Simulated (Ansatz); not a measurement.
Geometry optimisation, RHF/def2-SVP (Ansatz).

The input (input.yaml):

```yaml
crystal:
  periodic: [false, false, false]
  atoms:
    - { symbol: W, position_ang: [-0.548235, 0.090247, -0.376798] }
    - { symbol: H, position_ang: [1.590282, 0.032062, 1.624965] }
    - { symbol: O, position_ang: [2.263865, -0.15746, 0.95464] }
    - { symbol: H, position_ang: [2.512621, -1.059332, 1.101627] }
    - { symbol: H, position_ang: [-0.29145, 1.603266, 0.393936] }
    - { symbol: H, position_ang: [-2.21311, -0.239627, -0.597132] }
    - { symbol: H, position_ang: [-0.421736, -1.272497, 0.65873] }
    - { symbol: H, position_ang: [0.344962, 0.051441, -1.841267] }
basis:
  gaussian: { orbitals: def2-SVP }
hamiltonian:
  xc: hf
relax:
  f_tol: 0.03
  max_steps: 50
```

Run as:

```bash
$ ansatz run input.yaml --threads 1 --pin off --max-ram 2048MiB --backend cpu --events-out ev --progress --plain --runs-dir out
```

Q: Where does it end, and by what steps?

A: It converged. After 11 steps the energy has fallen by 0.565 eV; O3 moved furthest, 0.60 Å. Joined: W1–O3 (3.12 → 2.30 Å).

| step | energy less start (eV) | largest force component (eV/Å) | accepted |
| --- | --- | --- | --- |
| 0 | 0.0000 | 1.309 | yes |
| 1 | -0.0586 | 2.872 | yes |
| 2 | -0.1399 | 2.620 | yes |
| 3 | -0.3062 | 2.955 | yes |
| 4 | -0.5191 | 0.516 | yes |
| 5 | -0.5187 | 0.746 | no |
| 6 | -0.5506 | 0.351 | yes |
| 7 | -0.5620 | 0.118 | yes |
| 8 | -0.5644 | 0.076 | yes |
| 9 | -0.5647 | 0.033 | yes |
| 10 | -0.5654 | 0.047 | yes |
| 11 | -0.5654 | 0.005 | yes |

```xyz
8
Properties=species:S:1:pos:R:3
W -0.337 0.070 -0.232
H 1.823 0.072 1.739
O 1.681 -0.181 0.838
H 2.312 -0.847 0.603
H -0.272 1.644 0.487
H -1.974 -0.314 -0.622
H -0.640 -1.302 0.755
H 0.645 -0.094 -1.649
```

Whether the end is a true minimum wasn't checked by a vibrational analysis.

Run time: 19 s on 1 thread of Arm Neoverse V1, on a shared host, peak memory 0.13 GiB.
